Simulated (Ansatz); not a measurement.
CH₄INOSi, SMILES `N[Si]1(I)CO1`. Charge 0, multiplicity 1. I: def2 effective core potential. Geometry: relaxed with PBE0-D4/def2-TZVP. It is one conformer, not always the lowest.

```xyz
9

N     0.855   -1.395   -0.327
Si    0.374    0.173    0.044
I     2.263    1.632   -0.351
C    -1.291    0.841    0.106
O    -0.566    0.414    1.362
H     0.302   -2.203   -0.094
H     1.735   -1.607   -0.760
H    -2.177    0.235   -0.071
H    -1.495    1.909    0.092
```

**Question.** What is the dipole moment at ωB97M-V/def2-TZVPP? (Best estimate.)

**Answer.** Ansatz gave: 2.69 D, with components (0.16, -1.96, -1.83) D in this frame, pointing from negative to positive charge.

**Question.** And with PBE, r2SCAN, B3LYP? (Estimate.)

**Answer.** Computed: PBE 2.55 D, r2SCAN 2.63 D, B3LYP 2.65 D.

**Question.** Give the Mulliken charges with ωB97M-V, B3LYP, r2SCAN in def2-TZVPP. (Estimate.)

**Answer.** Ansatz gave: 
```tsv
atom	ωB97M-V	B3LYP	r2SCAN
N1	-0.36	-0.41	-0.47
Si2	0.58	0.60	0.65
I3	-0.13	-0.16	-0.17
C4	-0.20	-0.15	-0.11
O5	-0.39	-0.40	-0.40
H6	0.13	0.15	0.17
H7	0.13	0.16	0.18
H8	0.12	0.11	0.08
H9	0.12	0.11	0.08
```

B3LYP here is the variant with VWN-RPA as its local correlation; programs differ in this.
